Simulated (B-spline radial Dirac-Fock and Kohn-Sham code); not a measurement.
**Photoemission from Sm at 1810 eV, detector at θ = 54.7°, φ = 180°**

System: the free samarium atom in the configuration 1s2 2s2 2p6 3s2 3p6 3d10 4s2 4p6 4d10 4f6 5s2 5p6 6s2. The computed values come from a radial B-spline solver: Dirac-Hartree-Slater photoionisation with a Latter tail; cross sections with all multipoles, angular parameters from the dipole term and its interference with E2. Thresholds are tabulated edges, those marked * orbital energies of the model. For linearly polarised light dσ/dΩ = σ/(4π) [1 + β P₂(cos θ) + (δ + γ cos²θ) sin θ cos φ], with θ from the polarisation vector and φ the angle between the beam and the projection of the electron momentum on the plane normal to the polarisation. The dipole factor is 1 + βP₂ and the non-dipole term is the rest of the bracket. Open shells are filled statistically over j.

Input of the calculation (task.json; shells as n, l, electrons):

```json
{"items": [{
  "Z": 62,
  "q": 0,
  "cfg": [[1, 0, 2], [2, 0, 2], [2, 1, 6], [3, 0, 2], [3, 1, 6], [3, 2, 10], [4, 0, 2], [4, 1, 6], [4, 2, 10], [4, 3, 6], [5, 0, 2], [5, 1, 6], [6, 0, 2]],
  "A": 152,
  "rrms": 5.0819,
  "do": "xps",
  "hv": [52.0, 79.1, 93.0, 110.0, 116.0, 125.0, 174.0, 228.0, 249.0, 400, 416.0, 753.0, 758.0, 800, 1190.0, 1230.0, 1250.0, 1253.6, 1590.0, 1810.0, 1970.0, 2000, 2130.0, 2820.0, 2984.4, 4590.0, 6000, 8047.8, 12000, 12100.0],
  "edges": {"K": 46834.0, "L1": 7737.0, "L2": 7312.0, "L3": 6716.0, "M1": 1723.0, "M2": 1541.0, "M3": 1419.8, "M4": 1110.9, "M5": 1083.4, "N1": 347.2, "N2": 265.6, "N3": 247.4, "N4": 129.0, "N5": 129.0}
}]}
```

Run with: `python xray2_run.py task.json out`

```tsv
subshell	threshold (eV)	σ (kb)	β	γ	δ	dipole factor	non-dipole term	dσ/dΩ (kb/sr)
3s	1723.0	45.6	1.96	1.12	0.001	1.002	-0.304	2.53
3p1/2	1541.0	64.8	1.13	0.42	0.096	1.001	-0.192	4.17
3p3/2	1419.8	146	1.25	0.30	0.051	1.001	-0.124	10.2
3d3/2	1110.9	232	1.03	-0.09	0.028	1.001	+0.001	18.5
3d5/2	1083.4	332	1.07	-0.07	0.029	1.001	-0.005	26.3
4s	347.2	14.2	1.97	0.19	0.000	1.002	-0.052	1.07
4p1/2	265.6	16.7	1.69	0.00	-0.001	1.001	+0.001	1.33
4p3/2	247.4	34.6	1.70	-0.03	0.001	1.001	+0.006	2.78
4d3/2	129.0	32.1	1.36	0.14	0.033	1.001	-0.067	2.39
4d5/2	129.0	46.0	1.34	0.16	0.033	1.001	-0.071	3.41
4f5/2	8.63*	2.51	1.02	0.56	0.129	1.001	-0.257	0.148
4f7/2	8.01*	3.19	1.01	0.56	0.130	1.001	-0.259	0.188
5s	47.12*	2.53	1.97	0.12	0.000	1.002	-0.032	0.195
5p1/2	29.17*	2.44	1.72	-0.02	-0.002	1.002	+0.006	0.196
5p3/2	25.37*	4.78	1.73	-0.03	0.001	1.002	+0.008	0.384
6s	4.89*	0.202	1.97	0.11	0.000	1.002	-0.030	0.0156
```
